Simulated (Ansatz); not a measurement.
Saddle point of Si2AsH9, closed shell (Si₂H₆ ([SiH3][SiH3]) + AsH₃ → Si₂AsH₇ ([SiH3][SiH2][AsH2]) + H₂; bonds formed: Si1–As7, H2–H6; bonds broken: Si1–H2, H6–As7), PBE0-D4/def2-TZVP structure:

| atom | x (Å) | y (Å) | z (Å) |
| --- | --- | --- | --- |
| Si1 | -0.6936 | -0.3767 | 0.3108 |
| H2 | 1.0609 | -0.1896 | 0.5883 |
| H3 | -1.6900 | -0.8065 | -0.7137 |
| H4 | -1.0390 | -1.0289 | 1.6011 |
| Si5 | -0.8920 | 1.9561 | 0.4300 |
| H6 | 1.8402 | -0.8942 | 0.4538 |
| As7 | 1.1706 | -2.0403 | -0.6594 |
| H8 | -0.1249 | 2.4644 | 1.6002 |
| H9 | -2.3070 | 2.4072 | 0.5446 |
| H10 | -0.3106 | 2.5552 | -0.8028 |
| H11 | 1.4351 | -0.9138 | -1.6420 |
| H12 | 1.5505 | -3.1329 | -1.7107 |

Energies are electronic, without zero-point energy. Barriers and step energies count from the start structure reached by relaxing down the imaginary mode; all methods use the PBE0-D4 structures, on which another method's saddle can fall below an end. Computed with Ansatz 0.2.0 (basis: def2-TZVPP, with def2-QZVPP for the basis limit); correlated methods freeze the cores. Filled d shells of the heavier atoms are correlated. The def2 sets are not built for correlating such inner shells, so the correlated values are less sure here. B3LYP uses VWN-RPA correlation. Extrapolation: Hartree–Fock as exp(−7.88 √X), correlation as X^−2.97.

```json
{"method": "SPW92", "barrier (kJ/mol)": "171.4", "step energy (kJ/mol)": "-9.7"}
{"method": "PBE-D4", "barrier (kJ/mol)": "?", "step energy (kJ/mol)": "-17.6"}
{"method": "BLYP-D4", "barrier (kJ/mol)": "219.4", "step energy (kJ/mol)": "-11.0"}
{"method": "r2SCAN-D4", "barrier (kJ/mol)": "220.9", "step energy (kJ/mol)": "-12.9"}
{"method": "B97M-V", "barrier (kJ/mol)": "230.2", "step energy (kJ/mol)": "-2.2"}
{"method": "PBE0-D4", "barrier (kJ/mol)": "224.4", "step energy (kJ/mol)": "-14.2"}
{"method": "B3LYP-D4", "barrier (kJ/mol)": "240.9", "step energy (kJ/mol)": "-8.0"}
{"method": "r2SCAN0-D4", "barrier (kJ/mol)": "239.7", "step energy (kJ/mol)": "-11.3"}
{"method": "BHLYP-D4", "barrier (kJ/mol)": "?", "step energy (kJ/mol)": "-3.8"}
{"method": "CAM-B3LYP-D4", "barrier (kJ/mol)": "262.7", "step energy (kJ/mol)": "-0.6"}
{"method": "wB97X-V", "barrier (kJ/mol)": "266.8", "step energy (kJ/mol)": "-5.1"}
{"method": "wB97M-V", "barrier (kJ/mol)": "256.6", "step energy (kJ/mol)": "-6.7"}
{"method": "B2PLYP", "barrier (kJ/mol)": "254.9", "step energy (kJ/mol)": "-5.3"}
{"method": "PBE-QIDH", "barrier (kJ/mol)": "249.4", "step energy (kJ/mol)": "-11.6"}
{"method": "RPA on PBE", "barrier (kJ/mol)": "262.0", "step energy (kJ/mol)": "-2.3"}
{"method": "HF", "barrier (kJ/mol)": "?", "step energy (kJ/mol)": "13.8"}
{"method": "MP2", "barrier (kJ/mol)": "250.8", "step energy (kJ/mol)": "-15.3"}
{"method": "CCSD", "barrier (kJ/mol)": "276.7", "step energy (kJ/mol)": "-1.8"}
{"method": "CCSD(T)", "barrier (kJ/mol)": "259.1", "step energy (kJ/mol)": "-6.5"}
```

Problem. Fill in the withheld barriers. (An estimate is asked for; the value comes from the calculation.)

Solution. By the calculation: PBE-D4 196.5; HF 355.4; BHLYP-D4 275.3 kJ/mol. Each is the energy of the saddle less that of the start structure, by the same method.

For comparison, the barrier by CCSD(T) at an estimated basis limit (MP2 extrapolated from triple and quadruple zeta, plus CCSD(T) − MP2 in triple zeta) is 251.1 kJ/mol.

No T1 diagnostic of these runs exceeds 0.013.

Labels in which every atom is bracketed show which atoms are joined, not bond orders.

For scale, one of the runs: CCSD(T)/def2-TZVPP, 258 basis functions, launched by `ansatz run in.yaml --threads 8 --pin off --events-out ev --progress --plain --max-ram 19148MiB`. Hardware: 8 CPU threads of an Intel Xeon, shared host. Wall time 93 s; peak host memory 5.4 GiB.
